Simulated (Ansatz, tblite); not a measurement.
Forces on the cluster Ti4Al⁺ at its B3LYP-D4/def2-SVP geometry. Total charge 1; singlet.

The xTB rows come from tblite. The restricted singlet is unstable towards broken spin symmetry in Hartree–Fock (as tested in another run); at PBE-D4/def2-TZVP this wasn't settled. No other spin state of charge 1 was run. Another isomer (singlet) lies 0.28 eV lower at PBE0-D4/def2-TZVP; other spin states weren't run for this one.

GFN1-xTB (tblite), largest force 49.67 eV/Å:

```xyz
5
positions Å, forces eV/Å
Ti   -0.317   -1.146    0.918   14.770  -43.806  -18.090
Ti   -0.902    0.448    1.649  -16.295   42.221   20.198
Ti   -0.679    0.680   -1.153  -30.412   36.533   14.397
Ti    0.426   -0.671   -1.761   29.158  -36.245  -17.166
Al    1.473    0.688    0.347    2.779    1.297    0.661
```

GFN2-xTB (tblite), largest force 44.30 eV/Å:

```
Ti 13.468 -38.842 -16.348
Ti -14.215 37.657 17.569
Ti -26.900 32.643 13.175
Ti 26.042 -32.203 -14.783
Al 1.604 0.745 0.387
```

PBE-D4/def2-TZVP (Ansatz), largest force 0.85 eV/Å:

```
Ti 0.366 -0.584 -0.448
Ti -0.310 0.723 0.311
Ti -0.391 0.576 0.439
Ti 0.467 -0.652 -0.277
Al -0.131 -0.063 -0.025
```
